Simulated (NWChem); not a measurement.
All runs are NWChem calculations. System: 1,3,5-triazine (C₃H₃N₃), charge 0, spin multiplicity 1, at a geometry optimised with PBE0/def2-SVP. Level: MP2/def2-SVP, 6 core orbitals frozen.

The NWChem input:

```
start mol
memory heap 200 mb stack 900 mb global 1100 mb
geometry units angstroms nocenter noautoz
  C      0.000000     0.000000     1.290611
  N     -1.182069     0.000000     0.682464
  C     -1.117701     0.000000    -0.645299
  N      0.000000     0.000000    -1.364940
  C      1.117701     0.000000    -0.645299
  N      1.182069     0.000000     0.682464
  H      0.000000     0.000000     2.387956
  H     -2.068031     0.000000    -1.193975
  H      2.068031     0.000000    -1.193975
  symmetry group C2v
end
basis spherical
  * library def2-svp
end
scf
  rhf
  nopen 0
  maxiter 100
  thresh 1e-7
  semidirect memsize 60000000 filesize 0
end
mp2
  freeze core 6
end
task mp2 energy
```

Part of the output:

```
             Northwest Computational Chemistry Package (NWChem) 7.3.0
             --------------------------------------------------------

                                NWChem Input Module
                                -------------------

 Scaling coordinates for geometry "geometry" by  1.889725989
 (inverse scale =  0.529177249)

 Turning off AUTOSYM since
 SYMMETRY directive was detected!

                             Geometry "geometry" -> ""
                             -------------------------

 Output coordinates in angstroms (scale by  1.889725989 to convert to a.u.)

  No.       Tag          Charge          X              Y              Z
 ---- ---------------- ---------- -------------- -------------- --------------
    1 C                    6.0000     0.00000000     0.00000000     1.29061100
    2 N                    7.0000    -1.18206900     0.00000000     0.68246400
    3 C                    6.0000    -1.11770100     0.00000000    -0.64529900
    4 N                    7.0000     0.00000000     0.00000000    -1.36494000
    5 C                    6.0000     1.11770100     0.00000000    -0.64529900
    6 N                    7.0000     1.18206900     0.00000000     0.68246400
    7 H                    1.0000     0.00000000     0.00000000     2.38795600
    8 H                    1.0000    -2.06803100     0.00000000    -1.19397500
    9 H                    1.0000     2.06803100     0.00000000    -1.19397500

 Effective nuclear repulsion energy (a.u.)     212.5230271628

            Nuclear Dipole moment (a.u.)
            ----------------------------
        X                 Y               Z
 ---------------- ---------------- ----------------
     0.0000000000     0.0000000000     0.0000000000

      Symmetry information
      --------------------

 Group name             C2v
 Group number             16
 Group order               4
 No. of unique centers     6

      Symmetry unique atoms

     1    2    3    4    7    8


 Summary of "ao basis" -> "" (spherical)
 ------------------------------------------------------------------------------
[...]
     1   1 0 0      0.000000      0.000000      0.000000
     1   0 1 0     -0.000000      0.000000      0.000000
     1   0 0 1      0.000044      0.000000      0.000000

     2   2 0 0    -26.332506      0.000000    153.936407
     2   1 1 0      0.000000      0.000000      0.000000
     2   1 0 1      0.000000      0.000000      0.000000
     2   0 2 0    -25.421440      0.000000      0.000000
     2   0 1 1     -0.000000      0.000000      0.000000
     2   0 0 2    -26.332472      0.000000    153.936100

                   NWChem MP2 Semi-direct Energy/Gradient Module
                   ---------------------------------------------

  Basis functions       =     99
  Molecular orbitals    =     99
  Frozen core           =      6
  Frozen virtuals       =      0
  Active alpha occupied =     15
  Active beta occupied  =     15
  Active alpha virtual  =     78
  Active beta virtual   =     78
  Use MO symmetry       = T
  Use skeleton AO sym   = T

  AO/Fock/Back tols     =   1.0D-09  1.0D-09  1.0D-09

 GA uses MA = F    GA memory limited = T

 Available:
  local mem=  1.26D+08
 global mem=  1.44D+08
 local disk=  0.00D+00
  mp2_memr nvloc                    78
  nvloc new                    78
   1 passes of  15:        3145728                      49829                  19552795.
   1 passes of  15: M    126140843           G      144159598           F     122995115.

 Semi-direct pass number   1 of   1  for RHF alpha+beta  at        0.8s
  vrange nnbf                  4911
  mp2_eaftype                    74  avail_ma_in_mb                  1099
 EAF : mp2_eaftype filesize          74    9776397.
  mp2_eaf for mointskh                     74
Node 0 wrote     46.0 Mb in      0.0 s     Agg I/O rate:  4279.1 Mb/s
 Done moints_semi at        2.4s
  mp2_eaftype                    74  avail_ma_in_mb                  1025
 EAF : mp2_eaftype filesize          74    9776397.
  mp2_eaf for kh                    74
 Done maket at        2.5s
 Done multipass loop at        2.5s

          -------------------------------------------
          SCF energy                -278.477039166181
          Correlation energy          -0.847299181694
          Singlet pairs               -0.502320541830
          Triplet pairs               -0.344978639864
          Total MP2 energy          -279.324338347874
          -------------------------------------------

          ---------------------------------------------------
                    Spin Component Scaled (SCS) MP2
          Same spin pairs                     -0.229985759909
          Same spin scaling factor             0.333333333333
          Opposite spin pairs                 -0.617313421785
          Opposite spin scaling fact.          1.200000000000
          SCS-MP2 correlation energy          -0.817438026111
          Total SCS-MP2 energy              -279.294477192292
          ---------------------------------------------------

 -----------------------
 Performance information
 -----------------------

 Timer overhead =  1.48D-07 seconds/call

               Nr. of calls         CPU time (s)                 Wall time (s)                GFlops
             ---------------    -------------------     ------------------------------   -------------------
Name         Min   Avg   Max    Min     Avg     Max     Min     Avg     Max   Mx/calls   Min     Max     Sum
mp2: moin     1     1     1    1.5     1.5     1.5      1.5     1.5     1.5     1.5      0.0     0.0     0.0
mp2: make     1     1     1   0.14    0.14    0.14     0.14    0.14    0.14    0.14      0.0     0.0     0.0
mp2: tota     1     1     1    1.7     1.7     1.7      1.7     1.7     1.7     1.7      0.0     0.0     0.0

 The average no. of pstat calls per process was 3.00D+00
 with a timing overhead of 4.43D-07s

 Task  times  cpu:        2.5s     wall:        2.5s

 Total times  cpu:        2.5s     wall:        2.5s
```
